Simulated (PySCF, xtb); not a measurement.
BrGaH₃N, SMILES [NH2][GaH][Br].

xtb with GFN2-xTB at its own geometry gives an orbital gap of 4.26 eV and a dipole moment of 5.31 D.

The structure is a stationary point at B3LYP-D3(BJ)/def2-SVP. The structure was generated by enumeration; whether it is a known compound was not checked. The values are those of a single conformer.

Problem. What does PBE/def2-TZVPD run with PySCF give? (An estimate is asked for; the answer gives what the named calculation found.)

Solution. gap 4.73 eV (levels -6.40 and -1.67 eV), dipole 2.50 D.
